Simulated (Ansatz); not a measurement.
Consider the ligand exchange at the Si–O bond: `O[SiH2]/C=C\[SiH](O)O` + H–F → `O[SiH2]/C=C\[SiH](O)F` + H₂O.

Isolated molecules relaxed with PBE0-D4/def2-TZVP in Ansatz; ΔE leaves out vibrations. CBS: MP2 limit from def2 TZ/QZ plus the TZ coupled-cluster correction, frozen cores. This one scheme is used for every species. Double bonds are as drawn, so ΔE can hold a change between cis and trans. Functionals use def2-TZVPP. B3LYP here is the variant with VWN-RPA as its local correlation; programs differ in this. Each species was taken in one conformer, which may not be the lowest.

```tsv
level	ΔE (kJ/mol)	difference from CCSD(T)/CBS
r2SCAN-D4	-53.1	-1.9
PBE0-D4	-48.9	2.3
B3LYP-D4	-52.2	-1.0
ωB97X-V	-53.3	-2.1
ωB97M-V	-53.3	-2.1
B2PLYP	-52.1	-0.9
HF/def2-TZVPP	-56.4	-5.2
MP2/def2-TZVPP	-47.6	3.6
SCS-MP2/def2-TZVPP	-50.4	0.8
MP2/CBS(def2)	-49.1	2.1
CCSD(T)/CBS	-51.2	0
```

Largest T1 diagnostic among the species: 0.012.

In def2-TZVPP, CCSD(T) changes the Hartree–Fock value by +6.7 kJ/mol (the triples alone add +1.0 kJ/mol) and MP2 by +8.8 kJ/mol.
